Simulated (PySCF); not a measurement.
A calculated (UHF, PySCF 2.14, aug-cc-pVDZ-X2C, scalar relativity by spin-free X2C-1e) atom or ion has these occupied shells.

```
shell  electrons  orbital energy (eV)  rms radius, mean of both spins (bohr)
   1s          2             -16211.4                                 0.0450
   2s          2              -2275.3                                  0.187
   2p          6              -2017.9                                  0.166
   3s          2              -393.37                                  0.523
   3p          6              -307.66                                  0.535
   3d         10              -165.72                                  0.547
   4s          2              -66.281                                   1.45
   4p          6              -43.081                                   1.66
```

(1) Name the element and its charge.

Answers

(1) Sr²⁺ (strontium, charge +2), in [Kr], closed-shell 1S.
